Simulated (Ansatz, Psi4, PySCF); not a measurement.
C4H9O, doublet, geometry from GFN2-xTB. Base run: MP2/6-31G* run with PySCF.

Input for PySCF:
```python
from pyscf import gto, scf, mp

mol = gto.M(
    atom='''
C     1.10185095    0.08952401   -1.00660030
C     0.01772599   -0.03721019    0.14273398
C    -1.00138603   -1.09986115   -0.33556832
C    -0.65591332    1.35163878    0.26062417
O     0.67474315   -0.39270925    1.22380168
H     0.60190441    0.38294788   -1.92343626
H     1.83273200    0.83483806   -0.71033671
H     1.59232464   -0.87111037   -1.12521481
H    -1.45005469   -0.80729159   -1.28040919
H    -1.77800021   -1.19526956    0.41962203
H    -0.51269828   -2.06411339   -0.44549336
H     0.07364055    2.09659039    0.56636893
H    -1.10446738    1.64502156   -0.68401894
H    -1.42699176    1.29551237    1.02536770
''',
    basis='6-31g*',
    spin=1,
    verbose=4,
)

mf = scf.UHF(mol)
mf.kernel()

pt = mp.MP2(mf)
pt.kernel()
print('E(MP2) = %.10f' % pt.e_tot)
```

The same geometry, method and basis name were run in Ansatz (a quantum-chemistry and plane-wave program) and Psi4 and PySCF, at each program's defaults and at the settings that a row names. The base is PySCF at its defaults. Differences at the defaults can come from grids, fitting, cores and function types together.

```csv
code and settings,ΔE vs base (mEh),basis functions,E (Eh),SCF cycles
"PySCF, defaults (exact integrals, spherical functions, all electrons correlated)",0.000,88,-232.19656,16
"Psi4, defaults (density fitting with its default set, Cartesian functions, all electrons correlated)",-18.145,93,-232.21471,18
"Ansatz, defaults (factorised integrals, Cartesian functions, frozen core)",3.221,93,-232.19334,-
"PySCF, frozen core",11.564,88,-232.18500,16
"Psi4, exact integrals, spherical functions, frozen core",11.564,88,-232.18500,18
"Ansatz, high accuracy, frozen core, Cartesian functions as the basis file defines them",3.211,93,-232.19335,-
```

Open shells are given as the SCF converged; they aren't shown to be the lowest states, and a large step between rows can be another state.
